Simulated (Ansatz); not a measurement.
A run for Ansatz (an electronic-structure program): R-PBE0/def2-TZVPP on WS, 2S+1 = 1, a spin state set in the input, which need not be the lowest. Elements past Kr take the def2 small-core potentials; no spin–orbit coupling.

Ansatz 0.2 input:
```yaml
crystal:
  periodic: [false, false, false]
  atoms:
    - {symbol: W, position_ang: [0.00000000, 0.00000000, 0.00000000]}
    - {symbol: S, position_ang: [0.00000000, 0.00000000, 2.53600000]}
basis:
  gaussian:
    orbitals: def2-TZVPP
hamiltonian:
  xc: {name: PBE0}
relax: {f_tol: 0.002, max_steps: 120}
```

Output:

```
WARN ansatz: RAYON_NUM_THREADS=1 ignored (pool sized by the plan → 1); use --threads N
Functional definition: PBE0
integrals: 0.03 GiB planned
715 factors; their error is unknown
mean field: 0.27 GiB planned
mean field evaluation 1: about -12648.1005 eV, gradient 3.2e1 eV
mean field evaluation 2: about -12524.4219 eV, gradient 1.7e2 eV
mean field evaluation 4: about -12651.6444 eV, gradient 5.4e0 eV
mean field evaluation 8: about -12651.7241 eV, gradient 1.2e-1 eV
mean field evaluation 16: about -12651.7391 eV, gradient 3.6e-4 eV
mean field -12651.73911081 eV, -464.9428366654 hartree, gradient 4.0e-5 eV, S^2 0.000000; 2 other end points of the search recorded, 0 dependent functions left out
the calculation of the forces begins
reference -12651.73913296 eV, -464.9428374794 hartree; 15, 15 occupied and 83, 83 virtual orbitals, 715 factors
relax step   1: F+E_penalty+E_count = -12651.73911081 eV  Δ(F+E_penalty+E_count) = +0.000e0 eV  max|allowed force component| = 6.456e0 eV/Å  Δτ_max = 0.0000 Å  (66 SCF iters, accepted)
these checks for a lower state are left out or cut short: starts, cluster_reference, orbital_swaps, neighbouring_geometries, increment
integrals: 0.03 GiB planned
715 factors; their error is unknown
mean field: 0.27 GiB planned
mean field evaluation 32: about -12653.7661 eV, gradient 3.3e0 eV
mean field -12653.86367808 eV, -465.0209130725 hartree, gradient 1.4e-5 eV, S^2 0.000000; 0 other end points of the search recorded, 0 dependent functions left out
the calculation of the forces begins
reference -12653.86370005 eV, -465.0209138800 hartree; 15, 15 occupied and 83, 83 virtual orbitals, 715 factors
relax step   2: F+E_penalty+E_count = -12653.86367808 eV  Δ(F+E_penalty+E_count) = -2.125e0 eV  max|allowed force component| = 2.971e0 eV/Å  Δτ_max = 0.1950 Å  (42 SCF iters, accepted)
these checks for a lower state are left out or cut short: starts, cluster_reference, orbital_swaps, neighbouring_geometries, increment
integrals: 0.03 GiB planned
715 factors; their error is unknown
mean field: 0.28 GiB planned
mean field -12653.68709908 eV, -465.0144239141 hartree, gradient 7.3e-6 eV, S^2 0.000000; 0 other end points of the search recorded, 0 dependent functions left out
the calculation of the forces begins
reference -12653.68712096 eV, -465.0144247180 hartree; 15, 15 occupied and 83, 83 virtual orbitals, 715 factors
relax step   3: F+E_penalty+E_count = -12653.68709908 eV  Δ(F+E_penalty+E_count) = +1.766e-1 eV  max|allowed force component| = 5.964e0 eV/Å  Δτ_max = 0.1115 Å  (40 SCF iters, rejected (line search))
these checks for a lower state are left out or cut short: starts, cluster_reference, orbital_swaps, neighbouring_geometries, increment
integrals: 0.03 GiB planned
715 factors; their error is unknown
mean field: 0.28 GiB planned
mean field -12654.01979195 eV, -465.0266501516 hartree, gradient 1.2e-5 eV, S^2 0.000000; 0 other end points of the search recorded, 0 dependent functions left out
the calculation of the forces begins
reference -12654.01981381 eV, -465.0266509548 hartree; 15, 15 occupied and 83, 83 virtual orbitals, 715 factors
relax step   4: F+E_penalty+E_count = -12654.01979195 eV  Δ(F+E_penalty+E_count) = -1.561e-1 eV  max|allowed force component| = 4.917e-1 eV/Å  Δτ_max = 0.0431 Å  (41 SCF iters, accepted)
these checks for a lower state are left out or cut short: starts, cluster_reference, orbital_swaps, neighbouring_geometries, increment
integrals: 0.03 GiB planned
715 factors; their error is unknown
mean field: 0.28 GiB planned
mean field evaluation 64: about -12654.0230 eV, gradient 2.3e-5 eV
mean field -12654.02296065 eV, -465.0267665990 hartree, gradient 2.3e-5 eV, S^2 0.000000; 0 other end points of the search recorded, 0 dependent functions left out
the calculation of the forces begins
reference -12654.02298249 eV, -465.0267674017 hartree; 15, 15 occupied and 83, 83 virtual orbitals, 715 factors
relax step   5: F+E_penalty+E_count = -12654.02296065 eV  Δ(F+E_penalty+E_count) = -3.169e-3 eV  max|allowed force component| = 1.330e-1 eV/Å  Δτ_max = 0.0086 Å  (35 SCF iters, accepted)
these checks for a lower state are left out or cut short: starts, cluster_reference, orbital_swaps, neighbouring_geometries, increment
integrals: 0.03 GiB planned
715 factors; their error is unknown
mean field: 0.28 GiB planned
mean field -12654.02319743 eV, -465.0267753004 hartree, gradient 1.1e-5 eV, S^2 0.000000; 0 other end points of the search recorded, 0 dependent functions left out
the calculation of the forces begins
reference -12654.02321927 eV, -465.0267761032 hartree; 15, 15 occupied and 83, 83 virtual orbitals, 715 factors
relax step   6: F+E_penalty+E_count = -12654.02319743 eV  Δ(F+E_penalty+E_count) = -2.368e-4 eV  max|allowed force component| = 5.021e-5 eV/Å  Δτ_max = 0.0018 Å  (37 SCF iters, accepted)
integrals: 0.03 GiB planned
715 factors; their error is unknown
mean field: 0.28 GiB planned
mean field -12654.02319743 eV, -465.0267753004 hartree, gradient 1.2e-5 eV, S^2 0.000000; 1 other end points of the search recorded, 0 dependent functions left out
the calculation of the forces begins
reference -12654.02321927 eV, -465.0267761032 hartree; 15, 15 occupied and 83, 83 virtual orbitals, 715 factors
Total energy: -12654.02321927 eV, -465.0267761032 hartree
Atom 0 at     0.000000     0.000000     0.244918 Å, force     0.000000     0.000000    -0.000050 eV/Å
Atom 1 at    -0.000000    -0.000000     2.291082 Å, force    -0.000000    -0.000000     0.000050 eV/Å
Dipole moment:     0.000000     0.000000    -0.470637 e Å
```

The run converged.

Cost: roughly 10 core-seconds.
